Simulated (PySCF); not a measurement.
Cl$_{2}$Sn, charge -1, doublet, geometry from GFN2-xTB (such geometries of metal compounds can be far from the true shape) (a state made from the parent by changing its charge; the spin is typed, not shown lowest) (core potentials on Sn) (in this run its highest filled SCF level lies above zero, so its values depend strongly on the basis, on diffuse functions most of all). Base run: PySCF with B3LYP/def2-SVP.

Here is a job for PySCF.
```python
from pyscf import gto, scf, dft, solvent

mol = gto.Mole()
mol.atom = '''
    Sn    0.04214470   -0.03863836    0.63673556
    Cl    1.19748622    1.59142128   -0.92661554
    Cl   -1.32144123   -1.47777903   -0.94613609
'''
mol.basis = 'def2-svp'
mol.ecp = {'Sn': 'def2-svp'}
mol.charge = -1
mol.spin = 1
mol.verbose = 4
mol.build()

mf = dft.UKS(mol)
mf.xc = 'b3lyp'
mf.kernel()
```

Each row names what was changed in the base input (with any setting that the change needs).

```csv
change,ΔE vs base (kcal/mol)
base,0.000
model = IEF-PCM; solvent = n-hexane; lebedev_order = 11,-23.92
model = IEF-PCM; solvent = n-hexane; vdw_scale = 1.1,-24.83
model = ddCOSMO; solvent = n-hexane,-23.47
model = C-PCM; solvent = n-hexane,-24.32
model = COSMO; solvent = n-hexane,-19.19
model = IEF-PCM; solvent = n-hexane,-24.12
model = IEF-PCM; solvent = 2-propanol,-49.41
model = SS(V)PE; solvent = n-hexane,-23.88
model = IEF-PCM; solvent = n-hexane; vdw_scale = 1.4,-22.06
model = IEF-PCM; solvent = n-hexane; lebedev_order = 41,-24.11
model = IEF-PCM; solvent = dichloromethane,-46.19
```

The base is the gas phase, so ΔE is the electrostatic part of solvation at a fixed geometry, without cavity and dispersion terms.

Open shells are given as the SCF converged; they aren't shown to be the lowest states, and a large step between rows can be another state.

The gas-phase anion may not be bound at this level, which the solvent then changes.
